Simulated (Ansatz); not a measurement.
`C/C=N/C[SiH3]` → `C/C=N\[SiH3]` + `[CH2]` (triplet) at 600 K and 1 bar (formal loss of a carbene).

Calculated with Ansatz (gas phase, PBE0-D4/def2-TZVP geometries, no zero-point term in ΔE). CCSD(T)/CBS adds triple-zeta CCSD(T) − MP2 to the extrapolated MP2 energy (def2 sets, frozen cores). This one scheme is used for every species. Double bonds are as drawn, so ΔE can hold a change between cis and trans. Triplets are unrestricted, without spin–orbit coupling. One conformer a species, not always the lowest.

| species | CCSD(T)/CBS energy (Eh) | H − E (kJ/mol) | S (J/(mol·K)) |
| --- | --- | --- | --- |
| `C/C=N/C[SiH3]` | -463.32488 | 360.9 | 455.3 |
| `C/C=N\[SiH3]` | -424.08411 | 275.4 | 403.9 |
| `[CH2]` (triplet) | -39.09499 | 66.5 | 220.8 |

H − E and S are ideal-gas, rigid-rotor, harmonic terms from PBE0-D4/def2-TZVP, for one conformer and one mirror image of each species, with the whole ground term of open shells counted as degenerate. 1 Eh = 2625.50 kJ/mol, R = 8.31446 J/(mol·K).

**Question.** By hand: ΔE, ΔH, ΔS and ΔG.

**Answer.** ΔE = (-424.08411) + (-39.09499) − (-463.32488) = 0.14578 Eh = 382.7 kJ/mol. Δ(H − E) = 275.4 + 66.5 − 360.9 = -19.0, so ΔH = 363.7 kJ/mol. ΔS = 403.9 + 220.8 − 455.3 = 169.4 J/(mol·K). ΔG = 363.7 − 600 × (169.4)/1000 = 262.1 kJ/mol.

**Question.** By hand: the equilibrium constant, and the temperature at which ΔG would vanish if ΔH and ΔS stayed fixed.

**Answer.** log₁₀ K = −ΔG/(RT ln 10) = -22.8. ΔG = 0 at ΔH/ΔS = 2147 K.

The number of gas molecules changes by +1, which sets the sign of ΔS. A doubt of 5 kJ/mol in ΔE shifts log₁₀ K by 0.4 here. Other conformers and mirror images would add mixing entropy, several J/(mol·K) or more a flexible species. A triplet takes part, so the spin changes. These are equilibria of isolated gas molecules and say nothing of rates. Largest T1 diagnostic: 0.013 (customary marks: 0.02 for closed shells, 0.045 for open ones).
